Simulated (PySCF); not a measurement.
Isomers of C4H9FOSi2.

All values: PBE0/pcSseg-1 (PySCF) at GFN2-xTB geometries, gas phase, one conformer each.

Task: Rank by HOMO–LUMO gap, lowest first.
A. `[F:1][Si@H:2]1[CH:3]=[C:4]([SiH3:5])[O:6][CH2:7][CH2:8]1` with F1–Si2–C3–C4 113°, C3–C4–O6–C7 -16°, C4–O6–C7–C8 57°, O6–C7–C8–Si2 -62°
B. `[CH3:1][SiH2:2][C@H:3]([F:4])[C:5]#[C:6][SiH2:7][OH:8]` with C1–Si2–C3–F4 179°, C6–Si7–O8–H -50°
C. `[CH3:1][Si@@H:2]1[CH2:3][C@:4]([F:5])([CH:6]=[O:7])[SiH2:8]1` with C3–C4–C6–O7 -40°, C1–Si2–C3–C4 -101°, Si2–C3–C4–F5 -138°, C3–C4–Si8–Si2 14°, C1–Si2–Si8–C4 100°
D. `[O:1]=[CH:2][SiH2:3][CH2:4]/[C:5]([SiH3:6])=[CH:7]\[F:8]` with O1–C2–Si3–C4 -9°, C2–Si3–C4–C5 43°, Si3–C4–C5–Si6 -96°

Result: D (5.29 eV), C (6.15 eV), A (6.47 eV), B (6.84 eV).

Task: Rank by the lowest IAO charge on any atom, highest value first.
A. `[CH3:1][SiH2:2][C@H:3]([F:4])[C:5]#[C:6][SiH2:7][OH:8]` with C1–Si2–C3–F4 179°, C6–Si7–O8–H -50°
B. `[O:1]=[CH:2]/[CH:3]=[C:4](\[F:5])[SiH2:6][CH2:7][SiH3:8]` with O1–C2–C3–C4 179°, C3–C4–Si6–C7 -106°, C4–Si6–C7–Si8 -173°
C. `[CH3:1][Si@@H:2]1[CH2:3][C:4](=[O:5])[C@H:6]([F:7])[SiH2:8]1` with C1–Si2–C3–C4 -144°, Si2–C3–C4–O5 -108°, C3–C4–C6–F7 44°, C4–C6–Si8–Si2 37°
D. `[F:1][Si@H:2]1[CH:3]=[C:4]([SiH3:5])[O:6][CH2:7][CH2:8]1` with F1–Si2–C3–C4 113°, C3–C4–O6–C7 -16°, C4–O6–C7–C8 57°, O6–C7–C8–Si2 -62°
E. `[O:1]=[CH:2][SiH2:3][CH2:4]/[CH:5]=[C:6](/[F:7])[SiH3:8]` with O1–C2–Si3–C4 -2°, C2–Si3–C4–C5 179°, Si3–C4–C5–C6 -105°

Result: E (-0.527 e), D (-0.593 e), C (-0.701 e), A (-0.788 e), B (-0.823 e).

Task: Rank by dipole moment, highest first.
A. `[CH3:1][Si@@H:2]1[CH2:3][C:4](=[O:5])[C@H:6]([F:7])[SiH2:8]1` with C1–Si2–C3–C4 -144°, Si2–C3–C4–O5 -108°, C3–C4–C6–F7 44°, C4–C6–Si8–Si2 37°
B. `[CH3:1][Si@@H:2]1[CH2:3][C@:4]([F:5])([CH:6]=[O:7])[SiH2:8]1` with C3–C4–C6–O7 -40°, C1–Si2–C3–C4 -101°, Si2–C3–C4–F5 -138°, C3–C4–Si8–Si2 14°, C1–Si2–Si8–C4 100°
C. `[O:1]=[CH:2]/[CH:3]=[C:4](\[F:5])[SiH2:6][CH2:7][SiH3:8]` with O1–C2–C3–C4 179°, C3–C4–Si6–C7 -106°, C4–Si6–C7–Si8 -173°
D. `[F:1][Si@H:2]1[CH:3]=[C:4]([SiH3:5])[O:6][CH2:7][CH2:8]1` with F1–Si2–C3–C4 113°, C3–C4–O6–C7 -16°, C4–O6–C7–C8 57°, O6–C7–C8–Si2 -62°
E. `[O:1]=[CH:2][SiH2:3][CH2:4]/[C:5]([SiH3:6])=[CH:7]\[F:8]` with O1–C2–Si3–C4 -9°, C2–Si3–C4–C5 43°, Si3–C4–C5–Si6 -96°

Result: C (3.81 D), A (3.13 D), E (2.03 D), B (1.85 D), D (1.39 D).

All values together:

| SMILES | μ (D) | HOMO (eV) | LUMO (eV) | lowest IAO charge (e) | highest IAO charge (e) | lowest Hirshfeld charge (e) | highest Hirshfeld charge (e) |
| --- | --- | --- | --- | --- | --- | --- | --- |
| O=C[SiH2]C/C=C(/F)[SiH3] | 1.45 | -6.87 | -1.51 | -0.527 (C) | +0.711 (Si) | -0.207 (O) | +0.344 (Si) |
| F[Si@H]1C=C([SiH3])OCC1 | 1.39 | -7.21 | -0.74 | -0.593 (C) | +1.200 (Si) | -0.217 (F) | +0.426 (Si) |
| O=C/C=C(\F)[SiH2]C[SiH3] | 3.81 | -7.43 | -2.02 | -0.823 (C) | +0.757 (Si) | -0.242 (C) | +0.346 (Si) |
| O=C[SiH2]C/C([SiH3])=C\F | 2.03 | -6.96 | -1.66 | -0.528 (C) | +0.711 (Si) | -0.156 (O/C) | +0.344 (Si) |
| C[Si@@H]1CC(=O)[C@H](F)[SiH2]1 | 3.13 | -7.19 | -1.12 | -0.701 (C) | +0.640 (Si) | -0.242 (O) | +0.302 (Si) |
| C[SiH2][C@H](F)C#C[SiH2]O | 1.82 | -7.68 | -0.84 | -0.788 (O) | +1.039 (Si) | -0.306 (O) | +0.417 (Si) |
| C[Si@@H]1C[C@](F)(C=O)[SiH2]1 | 1.85 | -7.27 | -1.12 | -0.702 (C) | +0.650 (Si) | -0.217 (O) | +0.304 (Si) |

Conformers: `[O:1]=[CH:2][SiH2:3][CH2:4]/[CH:5]=[C:6](/[F:7])[SiH3:8]` with O1–C2–Si3–C4 -2°, C2–Si3–C4–C5 179°, Si3–C4–C5–C6 -105°; `[F:1][Si@H:2]1[CH:3]=[C:4]([SiH3:5])[O:6][CH2:7][CH2:8]1` with F1–Si2–C3–C4 113°, C3–C4–O6–C7 -16°, C4–O6–C7–C8 57°, O6–C7–C8–Si2 -62°; `[O:1]=[CH:2]/[CH:3]=[C:4](\[F:5])[SiH2:6][CH2:7][SiH3:8]` with O1–C2–C3–C4 179°, C3–C4–Si6–C7 -106°, C4–Si6–C7–Si8 -173°; `[O:1]=[CH:2][SiH2:3][CH2:4]/[C:5]([SiH3:6])=[CH:7]\[F:8]` with O1–C2–Si3–C4 -9°, C2–Si3–C4–C5 43°, Si3–C4–C5–Si6 -96°; `[CH3:1][Si@@H:2]1[CH2:3][C:4](=[O:5])[C@H:6]([F:7])[SiH2:8]1` with C1–Si2–C3–C4 -144°, Si2–C3–C4–O5 -108°, C3–C4–C6–F7 44°, C4–C6–Si8–Si2 37°; `[CH3:1][SiH2:2][C@H:3]([F:4])[C:5]#[C:6][SiH2:7][OH:8]` with C1–Si2–C3–F4 179°, C6–Si7–O8–H -50°; `[CH3:1][Si@@H:2]1[CH2:3][C@:4]([F:5])([CH:6]=[O:7])[SiH2:8]1` with C3–C4–C6–O7 -40°, C1–Si2–C3–C4 -101°, Si2–C3–C4–F5 -138°, C3–C4–Si8–Si2 14°, C1–Si2–Si8–C4 100°.
